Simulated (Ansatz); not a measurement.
```xyz
11

C    -1.3067    1.2715   -0.8545
O    -0.6445    0.8832    0.3228
Mo    0.8992   -0.0764    0.6493
N     0.5524   -1.9531    0.5511
S     1.6074    0.3792    2.5804
S     2.3055    0.3949   -0.8452
H    -2.0274    2.0532   -0.6031
H    -1.8427    0.4215   -1.2880
H    -0.5926    1.6565   -1.5892
H     0.6975   -2.5048   -0.2811
H     0.3518   -2.5257    1.3575
```

Charge 0, multiplicity 1. Mo: def2 effective core potential.

(1) List the PBE/def2-TZVPP orbital energies in eV (the Gaussian-basis code of Ansatz). (Best estimate.)

Answers

(1) Computed: Occupied: -2395.52, -2395.37, -511.19, -381.07, -270.59, -208.48, -208.33, -154.56, -154.53, -154.49, -154.41, -154.38, -154.35, -68.10, -42.15, -42.00, -41.95, -25.41, -21.35, -17.06, -16.61, -16.29, -12.87, -12.21, -11.54, -11.49, -10.71, -8.65, -8.55, -8.17, -7.94, -7.45, -7.10, -6.80, -6.38, -5.95. Lowest empty: -3.49, -2.96, -2.19, -1.71, -1.63, -0.54, 0.41, 0.68.
